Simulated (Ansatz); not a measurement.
An input meant for H2Te2 (Te2H2) (charge 0, singlet).

```yaml
crystal:
  periodic: [false, false, false]
  atoms:
    - {symbol: Te, position_ang: [-0.030210, 1.086858, -0.995167]}
    - {symbol: Te, position_ang: [-0.185991, -1.459183, -0.094903]}
    - {symbol: H, position_ang: [-0.953342, 1.750992, 0.221186]}
    - {symbol: H, position_ang: [1.169543, -1.378667, 0.868884]}
basis:
  gaussian: {orbitals: STO-3G}
total_charge: -1
magnetization: {spin_polarized: true, initial_magnetization: 1}
hamiltonian: {xc: {name: BLYP}}
scf: {omitted_lower_state_checks: [starts]}
output: {forces: true}
```

```sh
$ ansatz run in.yaml --threads 4 --pin off --events-out ev --progress --plain --max-ram 3916MiB
```

It prints (some lines left out):

```
Functional definition: BLYP
599 factors; integrals over basis functions are off by at most 1.7e-5 eV
mean field evaluation 1: about -356448.6837 eV, gradient 3.2e0 eV
mean field evaluation 2: about -356448.8142 eV, gradient 2.2e0 eV
mean field evaluation 4: about -356448.8712 eV, gradient 3.8e-2 eV
mean field evaluation 8: about -356448.8586 eV, gradient 9.6e-4 eV
mean field -356448.85864170 eV, -13099.2539453682 hartree, gradient 8.8e-6 eV, S^2 0.750447; 0 other end points of the search recorded, 0 dependent functions left out
reference -356448.85885459 eV, -13099.2539531921 hartree; 54, 53 occupied and 2, 3 virtual orbitals, 599 factors
Total energy: -356448.85885459 eV, -13099.2539531921 hartree
Atom 0 at    -0.030210     1.086858    -0.995167 Å, force     0.827977     5.906620    -2.128890 eV/Å
Atom 1 at    -0.185991    -1.459183    -0.094903 Å, force    -0.809821    -5.875897     2.219304 eV/Å
Atom 2 at    -0.953342     1.750992     0.221186 Å, force    -0.047074    -0.509110     0.131051 eV/Å
Atom 3 at     1.169543    -1.378667     0.868884 Å, force     0.028918     0.478387    -0.221465 eV/Å
Dipole moment:     0.042520     0.073279     0.214473 e Å
Checks for a lower state left out: starts
```

In this input the charge is far from what the species holds (-1 typed, 0 meant). The calculation finished and met its thresholds. The result belongs to that input, not to the species as meant.

The highest occupied level of an anion often lies above zero with these methods, and sets without diffuse functions describe the outer electron poorly.
